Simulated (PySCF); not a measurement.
Screening by computed properties: pick the candidate that meets the target.

All species are isolated and taken at one optimised geometry (atoms past krypton carry core potentials, spin–orbit coupling is left out). Electronic properties by PySCF.

Dipoles, sizes and rotational constants follow the conformer. The torsions of the flexible species, by atom-mapped SMILES:
- `[CH3:1][O:2][CH2:3][SiH2:4][NH:5][SiH3:6]`: C1–O2–C3–Si4 -74°, O2–C3–Si4–N5 -36°, C3–Si4–N5–Si6 -3°
- `[SiH3:1][SiH2:2][SiH:3]([SiH3:4])[SiH3:5]`: Si1–Si2–Si3–Si4 -178°
- `[O:1]=[N:2]/[CH:3]=[CH:4]/[Cl:5]`: O1–N2–C3–C4 180°

The conformers of `[SiH3][CH2][Ga]1[CH2]CC[CH2]1` aren't listed.

Question: Wanted: lowest singlet excitation below 3 eV (TDDFT PBE0/def2-SVPD) and HOMO energy above -7 eV (PBE0/def2-SVPD), at PBE0-D3(BJ)/def2-SVP geometries. Which candidate meets both?
A. `[PH3]->[Au][Cl]`
B. `[CH2]1[Ga]([CH2]CC1)[CH2][SiH3]`
C. `COC[SiH2]N[SiH3]`
D. `[SiH3][SiH2][SiH]([SiH3])[SiH3]`
E. `O=N/C=C/Cl`

Answer: E. Computed values:
| species | lowest singlet excitation | HOMO energy |
| --- | --- | --- |
| O=N/C=C/Cl | 1.50 eV | -6.86 eV |
| [CH2]1[Ga]([CH2]CC1)[CH2][SiH3] | 4.50 eV | -6.75 eV |
| [PH3]->[Au][Cl] | 5.45 eV | -7.45 eV |
| COC[SiH2]N[SiH3] | 6.03 eV | -7.30 eV |
| [SiH3][SiH2][SiH]([SiH3])[SiH3] | 6.24 eV | -7.71 eV |

Question: Wanted: static isotropic polarisability between 70 au and 120 au (PBE0/def2-SVPD) and dipole moment below 5 D (PBE0/def2-SVPD), at PBE0-D3(BJ)/def2-SVP geometries. Which candidate meets both?
A. `[PH3]->[Au][Cl]`
B. `O=N/C=C/Cl`
C. `COC[SiH2]N[SiH3]`
D. `[SiH3][SiH2][SiH]([SiH3])[SiH3]`

Answer: C. Computed values:
| species | static isotropic polarisability | dipole moment |
| --- | --- | --- |
| O=N/C=C/Cl | 56.9 au | 2.67 D |
| [PH3]->[Au][Cl] | 74.9 au | 7.92 D |
| COC[SiH2]N[SiH3] | 91.4 au | 1.44 D |
| [SiH3][SiH2][SiH]([SiH3])[SiH3] | 157.9 au | 0.11 D |
